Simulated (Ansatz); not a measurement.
Cost and result up the ladder for Cu4Te2 (6 atoms). The state is a singlet with charge 0. Geometry: PBE-D4/def2-SVP.

```xyz
6

Cu    0.6845   -1.0277   -1.0894
Cu   -1.2550    0.2608   -1.0346
Cu   -0.6840    1.0284    1.0891
Cu    1.2546   -0.2614    1.0349
Te   -1.0471   -1.6116    0.8633
Te    1.0470    1.6116   -0.8633
```

Ansatz on 4 threads of Arm Neoverse V2 on a shared host. Times are rough, and most runs start from the orbitals of an earlier one. PBE0-D4/def2-TZVP serves as the yardstick here, not as an exact answer. Binding counts from free atoms at the same level (Cu doublet, Te triplet; other spins of the atoms weren't run), without zero-point energy or a counterpoise term.

In the def2 sets Te takes a core potential; there is no spin–orbit coupling. Correlated methods freeze 44 core orbitals; core or outer-core shells of Te are correlated, in sets that lack core-valence functions. No other spin state of charge 0 was run. Another isomer (singlet) lies 0.08 eV lower at r2SCAN-D4/def2-TZVP; other spin states weren't run for this one.

Correlated methods converge slowly with the basis.

| level | functions | wall time | binding energy per atom (eV) | difference from PBE0-D4/def2-TZVP (eV) |
| --- | --- | --- | --- | --- |
| LDA (SPW92)/def2-TZVP | 280 | 5.5 s | 2.83 | 0.66 |
| PBE-D4/def2-TZVP (with forces) | 280 | 11 s | 2.34 | 0.17 |
| r2SCAN-D4/def2-TZVP | 280 | 21 s | 2.34 | 0.17 |
| MP2/def2-TZVP | 280 | 23 s | 2.16 | -0.01 |
| PBE0-D4/def2-TZVP | 280 | 24 s | 2.17 | 0.00 |
| PBE-QIDH/def2-TZVP | 280 | 35 s | 2.15 | -0.02 |
